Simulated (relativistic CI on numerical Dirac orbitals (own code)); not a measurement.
**Spin-orbit doublets in the photoemission of calcium**

Problem. Photoelectron lines from p, d and f shells are doublets, and peak fits need their splitting and area ratio. Find both for the 2p line of calcium, from the calculated spin-orbit constant ζ(2p) = 2.382 eV of the closed-shell ion Ca²⁺ with one hole. Is the doublet resolved if instrument, lifetime and solid give each line a width of 1.0 eV (assumed)?

Working.
1. One hole with l = 1 gives j = 3/2 and j = 1/2. For a hole the level of higher j has the lower binding energy.
2. The splitting is (l + ½)ζ = 1.5 × 2.382 = 3.573 eV.
3. The areas follow 2j + 1: 4 : 2, so the weaker line has 0.500 of the stronger one's area, if the radial matrix elements are equal.
4. Splitting over width is 3.57: two separate peaks.

Check. The difference of tabulated binding energies of the element (L2 less L3; Elam, Ravel and Sieber, Radiat. Phys. Chem. 63, 121 (2002), rounded to 0.1 eV or more) is 3.5 eV.

All doublets of Ca²⁺, calculated as differences of Dirac-Coulomb-Breit total energies with one hole (eV):

```tsv
Shell	Calculated	Without Breit and QED	Tabulated, element
2p	3.582	3.699	3.5
3p	0.3914	0.4046
```

The Breit and QED terms lower the splittings by 3.2 to 3.3 %.
